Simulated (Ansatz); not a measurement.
Consider the atomization: `FC[SiH]([SiH3])[SiH3]` → C• + F• + 9 H• + 3 Si•.

Program: Ansatz. Geometries: PBE0-D4/def2-TZVP. ΔE: electronic, gas phase. CCSD(T)/CBS adds triple-zeta CCSD(T) − MP2 to the extrapolated MP2 energy (def2 sets, frozen cores). This one scheme is used for every species, atoms too. Functionals use def2-TZVPP. B3LYP here is the variant with VWN-RPA as its local correlation; programs differ in this. No spin–orbit coupling; open shells (•) take unrestricted orbitals. Spin–orbit coupling would lower the free atoms: a little for C, F, Si. Each species was taken in one conformer, which may not be the lowest.

| species | B3LYP energy (Eh) |
| --- | --- |
| `FC[SiH]([SiH3])[SiH3]` | -1011.97924 |
| C• | -37.85948 |
| F• | -99.77015 |
| H• | -0.50215 |
| Si• | -289.39209 |

Q: Work out ΔE.

A: ΔE = 9 × (-0.50215) + 3 × (-289.39209) + (-37.85948) + (-99.77015) − (-1011.97924) = 1.65399 Eh = +4342.6 kJ/mol. CCSD(T)/CBS gives +4401.3 kJ/mol.

Largest T1 diagnostic among the species: 0.013.

The D4 term adds +52.6 kJ/mol with B3LYP and +28.3 kJ/mol with PBE0; it sums over pairs of atoms, weighted by their polarisabilities, and B3LYP, whose exchange is more repulsive, gets the larger term. In def2-TZVPP, CCSD(T) changes the Hartree–Fock value by +981.7 kJ/mol (the triples alone add +45.4 kJ/mol) and MP2 by +967.9 kJ/mol; breaking electron pairs costs correlation energy, which Hartree–Fock lacks.

For atomizations the MP2-based limit and the directly extrapolated one differ by several kJ/mol either way, and by 10 to 25 for some Ge, Se and Sn compounds, so smaller differences from it don't rank the levels.
